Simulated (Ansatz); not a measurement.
```yaml
crystal:
  periodic: [false, false, false]
  atoms:
    - {symbol: C, position_ang: [-0.552802, 1.382809, 0.183223]}
    - {symbol: In, position_ang: [0.087203, -0.622693, -0.094719]}
    - {symbol: O, position_ang: [1.961745, -1.243234, -0.160245]}
    - {symbol: Br, position_ang: [-1.455283, -2.549864, -0.385742]}
    - {symbol: H, position_ang: [-0.088972, 2.015464, -0.573065]}
    - {symbol: H, position_ang: [-0.242343, 1.722340, 1.171225]}
    - {symbol: H, position_ang: [-1.636501, 1.431018, 0.098069]}
    - {symbol: H, position_ang: [2.019154, -2.192942, -0.294646]}
basis:
  gaussian: {orbitals: def2-TZVPP, fitting: {mean_field: cc-pVTZ-jkfit}}
hamiltonian: {xc: {name: SPW92}}
output: {forces: true}
```

```sh
$ ansatz run in.yaml --threads 2 --pin off --events-out ev --progress --plain --max-ram 22528MiB --backend cpu
```

Q: How does Ansatz answer? (An estimate is asked.)

A: The calculation gave: The program refused the input.
```
Functional definition: SPW92
Error: <dir> the basis set cc-pVTZ-JKFIT has no functions for In
```
